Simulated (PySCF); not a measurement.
**How methods differ on the excitation energy of As⁺**

As⁺ [Ar] 3d10 4s2 4p2 (3P) → As⁺ [Ar] 3d10 4s1 4p2 5s1 (5P), as a difference of total energies. All numbers are calculated (PySCF 2.14, scalar relativity through the core potential, in aug-cc-pwCVTZ-PP with ECP10MDF (8s7p6d4f1g, 96 functions)). Correlated levels: valence: 3s2 3p6 3d10 frozen. The calculations carry no spin-orbit coupling.

```
           method  excitation energy (eV)
              UHF                  15.790
    MP2 (valence)                  16.866
SCS-MP2 (valence)                  17.253
   CCSD (valence)                  17.088
CCSD(T) (valence)                  17.127
```

**Question.** How much does correlation contribute at CCSD(T) (valence)?

**Answer.** 17.127 − (15.790) = 1.337 eV, measured against UHF.

The promoted electron is Rydberg-like, and one or two diffuse shells describe it only roughly, which tends to raise the upper state.
